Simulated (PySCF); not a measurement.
Compound: trans-1,4-dimethylcyclohexane, C8H16.
Numbering: `[CH3:1][C@H:2]1[CH2:3][CH2:4][C@H:5]([CH3:6])[CH2:7][CH2:8]1` (hydrogens: H9, H10, H11 on C1; H12 on C2; H13, H14 on C3; H15, H16 on C4; H17 on C5; H18, H19, H20 on C6; H21, H22 on C7; H23, H24 on C8)

The same species was optimised twice, with GFN2-xTB and with PBE0-D3(BJ)/def2-SVP (PySCF), and the same property calculations (PySCF, gas phase) were run on both structures.

```tsv
coordinate	GFN2-xTB	PBE0-D3(BJ)/def2-SVP	change
C5–C6 (Å)	1.526	1.521	-0.005
C1–C2 (Å)	1.526	1.521	-0.005
C3–C4 (Å)	1.526	1.523	-0.003
C7–C8 (Å)	1.526	1.523	-0.003
C5–C7 (Å)	1.529	1.528	-0.001
C4–C5 (Å)	1.529	1.529	0.000
C2–C3 (Å)	1.529	1.528	-0.001
C2–C8 (Å)	1.529	1.529	0.000
C2–C3–C4 (°)	111.1	112.3	+1.2
C5–C7–C8 (°)	111.1	112.3	+1.2
C2–C8–C7 (°)	111.1	112.3	+1.2
C3–C4–C5 (°)	111.1	112.3	+1.2
C4–C5–C6 (°)	111.0	111.9	+0.9
C1–C2–C8 (°)	111.0	111.9	+0.9
C1–C2–C3 (°)	111.0	111.9	+0.9
C6–C5–C7 (°)	111.0	111.9	+0.9
```

Rotational constants: A = 4162, B = 1337, C = 1094 MHz (GFN2-xTB) against A = 4138, B = 1325, C = 1082 MHz (PBE0-D3(BJ)/def2-SVP). Point groups within 0.08 Å: C2h and C2h.

On the GFN2-xTB structure: HOMO (eV) -8.15 [PBE0/pcSseg-1]; LUMO (eV) 1.62 [PBE0/pcSseg-1]; GIAO shielding of C1/C6 (mean) (ppm) 161.8 [PBE0/pcSseg-1]; GIAO shielding of C2/C5 (mean) (ppm) 150.3 [PBE0/pcSseg-1]; GIAO shielding of C3/C4/C7/C8 (mean) (ppm) 147.9 [PBE0/pcSseg-1].

What do these properties become on the PBE0-D3(BJ)/def2-SVP structure?

```
                                    property          level  on GFN2-xTB  on PBE0-D3(BJ)/def2-SVP  change
                                   HOMO (eV)  PBE0/pcSseg-1        -8.15                    -8.20   -0.05
                                   LUMO (eV)  PBE0/pcSseg-1         1.62                     1.56   -0.06
energy, GFN2-xTB geometry as zero (kcal/mol)  PBE0/pcSseg-1          0.0                     -0.9    -0.9
        GIAO shielding of C1/C6 (mean) (ppm)  PBE0/pcSseg-1        161.8                    160.0    -1.8
        GIAO shielding of C2/C5 (mean) (ppm)  PBE0/pcSseg-1        150.3                    150.4    +0.1
  GIAO shielding of C3/C4/C7/C8 (mean) (ppm)  PBE0/pcSseg-1        147.9                    147.3    -0.6
```

The heavy atoms differ by 0.015 Å rms after alignment. Among bonds between heavy atoms C1–C2 and C5–C6 change most and about equally (-0.005 Å). Changes are differences of the printed values. Neither structure is proved a minimum here.
